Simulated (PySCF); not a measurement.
Compound: 2,3-dimethylpentane, C₇H₁₆.
SMILES with atom numbers: `[CH3:1][CH2:2][C@@H:3]([CH3:4])[CH:5]([CH3:6])[CH3:7]` (hydrogens: H8, H9, H10 on C1; H11, H12 on C2; H13 on C3; H14, H15, H16 on C4; H17 on C5; H18, H19, H20 on C6; H21, H22, H23 on C7)

Method: PBE0-D3(BJ)/def2-SVP geometry optimisation, gas phase (PySCF); density fitting, grid level 2; the optimiser is geomeTRIC in internal coordinates, started from a GFN2-xTB structure.

Step 0: E = -7506.6321 eV
```
atom  x, y, z in Å  |  force x, y, z in eV/Å
C1      2.5443   -0.3024   -0.5961   -0.598   0.244  -0.182
C2      1.0818    0.1106   -0.7253    0.325  -0.510   0.558
C3      0.2535   -0.2226    0.5209   -0.212   0.624  -0.023
C4      0.6376    0.6832    1.6911   -0.094  -0.515  -0.418
C5     -1.2683   -0.1635    0.2643    0.143  -0.141  -0.508
C6     -1.7496   -1.3665   -0.5465    0.140   0.462   0.466
C7     -1.7187    1.1296   -0.4125    0.134  -0.501   0.441
H8      3.0447    0.2553    0.1911    0.281   0.189   0.337
H9      3.0721   -0.1133   -1.5286    0.304   0.047  -0.331
H10     2.6226   -1.3636   -0.3688    0.103  -0.449   0.100
H11     0.6568   -0.4080   -1.5863   -0.185  -0.073  -0.354
H12     1.0312    1.1830   -0.9210   -0.113   0.363  -0.158
H13     0.4852   -1.2547    0.8115    0.053  -0.284   0.061
H14     0.4823    1.7303    1.4411   -0.059   0.474  -0.063
H15     1.6832    0.5485    1.9543    0.448   0.032   0.172
H16     0.0385    0.4458    2.5678   -0.212  -0.044   0.396
H17    -1.7557   -0.2158    1.2456   -0.099  -0.018   0.254
H18    -1.4656   -2.2972   -0.0599    0.092  -0.432   0.147
H19    -1.3269   -1.3589   -1.5484    0.169  -0.043  -0.458
H20    -2.8335   -1.3467   -0.6392   -0.448  -0.054  -0.101
H21    -2.8055    1.1773   -0.4315   -0.438   0.082  -0.056
H22    -1.3535    2.0007    0.1245    0.126   0.464   0.168
H23    -1.3613    1.1759   -1.4381    0.142   0.083  -0.449
```

**Question.** Estimate the geometry and energy of step 1. (The exact step hangs on the optimiser's Hessian estimate; all steps are aligned on step 0, rigid shifts and turns removed.)

**Answer.** E = -7506.6967 eV, largest force 0.142 eV/Å
```
atom  x, y, z in Å  |  force x, y, z in eV/Å
C1      2.5535   -0.3180   -0.5979    0.085  -0.033   0.027
C2      1.0917    0.0757   -0.7231   -0.084   0.090  -0.071
C3      0.2493   -0.2088    0.5247    0.044  -0.124  -0.015
C4      0.6373    0.7005    1.6845    0.001   0.056   0.060
C5     -1.2705   -0.1660    0.2541   -0.018   0.021   0.113
C6     -1.7443   -1.3616   -0.5623   -0.015  -0.069  -0.059
C7     -1.7376    1.1392   -0.3806   -0.021   0.056  -0.060
H8      3.0654    0.2378    0.2041   -0.012  -0.020  -0.024
H9      3.1033   -0.1210   -1.5317   -0.014  -0.005   0.020
H10     2.6571   -1.3929   -0.3719    0.004   0.034  -0.007
H11     0.6559   -0.4553   -1.5878    0.013   0.018   0.041
H12     1.0206    1.1527   -0.9652    0.009  -0.063  -0.006
H13     0.4747   -1.2492    0.8355   -0.024   0.055  -0.008
H14     0.4668    1.7626    1.4393    0.006  -0.036   0.011
H15     1.6998    0.5939    1.9518   -0.024   0.001  -0.012
H16     0.0473    0.4671    2.5857    0.017   0.012  -0.019
H17    -1.7553   -0.2414    1.2472    0.027  -0.002  -0.049
H18    -1.4571   -2.3134   -0.0865   -0.006   0.024  -0.013
H19    -1.3190   -1.3554   -1.5804   -0.017  -0.003   0.037
H20    -2.8412   -1.3585   -0.6704    0.030   0.005   0.004
H21    -2.8380    1.1842   -0.4152    0.026  -0.002  -0.005
H22    -1.3895    2.0245    0.1746   -0.009  -0.030  -0.003
H23    -1.3749    1.2303   -1.4183   -0.016   0.014   0.037
```

The energy changes by -0.0646 eV. The first-order estimate −F·Δx gives -0.1376 eV and the mean of the old and new forces, exact on a quadratic surface, -0.0643 eV. The step makes an angle of 72° with the force vector and moves no atom by more than 0.066 Å.

What follows is the cost of the whole optimisation. The run took 70 s wall on one thread, Arm Neoverse V1 (aarch64), on a shared host, and the process peaked at 0.82 GiB of memory.
